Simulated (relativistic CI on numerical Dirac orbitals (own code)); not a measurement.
## Ag18+: sensitivity of the levels to the model

Base calculation: Dirac-Coulomb-Breit CI, separate exchange-only KLI orbitals for each configuration, a model potential for QED, unscaled Slater integrals.

Configuration list (outside the closed core [Ar]): 3d10 4s, 3d10 4p, 3d10 4d, 3d10 4f, 3d10 5s, 3d10 5p, 3d10 5d, 3d10 5f, 3d10 5g, 3d10 6s, 3d9 4p2, 3d10 6p, 3d9 4s2, 3d8 4s 4p2, 3d10 6d, 3d10 6f. Levels of other configurations are missing.

The lowest level and the first level of each name with at least 55 % of one term (blank where a level has no safe partner in the second run):

```csv
Level,Base (cm⁻¹),Shift (cm⁻¹)
3d10 4s 2S_1/2,0,0
3d10 4p 2P°_1/2,314408,+4
3d10 4p 2P°_3/2,378964,+4
3d10 4d 2D_3/2,891299,-48
3d10 4d 2D_5/2,903063,-47
3d10 4f 2F°_5/2,1433936,-111
3d10 4f 2F°_7/2,1434722,-108
3d10 5s 2S_1/2,1733721,+452
3d10 5p 2P°_1/2,1875602,+476
3d10 5p 2P°_3/2,1903741,+496
3d10 5d 2D_3/2,2134270,+427
3d10 5d 2D_5/2,2139659,+447
3d10 5f 2F°_5/2,2370509,+455
3d10 5f 2F°_7/2,2371128,+474
3d10 5g 2G_7/2,2440604,+986
3d10 5g 2G_9/2,2440871,+990
3d10 6s 2S_1/2,2542198,+858
3d10 6p 2P°_1/2,2618004,+903
3d10 6p 2P°_3/2,2632924,+870
3d9 4s2 2D_5/2,2744621,+19219
3d10 6d 2D_3/2,2756734,+834
3d10 6d 2D_5/2,2759705,+796
```

At this charge energies of transitions that change n are usually good to better than 1 %, and those within a shell (Δn = 0) to a few per cent.

(1) One thing was changed in a second run, which moved the levels as shown. Which?
A. QED terms removed
B. configuration mixing switched off
C. valence Slater integrals scaled by 0.9
D. one mean potential for all configurations
E. Breit term removed

Answers

(1) D. One mean potential for all configurations. One potential for all configurations removes the relaxation of the orbitals, which moves whole configurations and changes the integrals a little.

LS names give the leading component of a level, which can be under half, so a name can repeat, a term be missing and a line seem to break the LS rules.
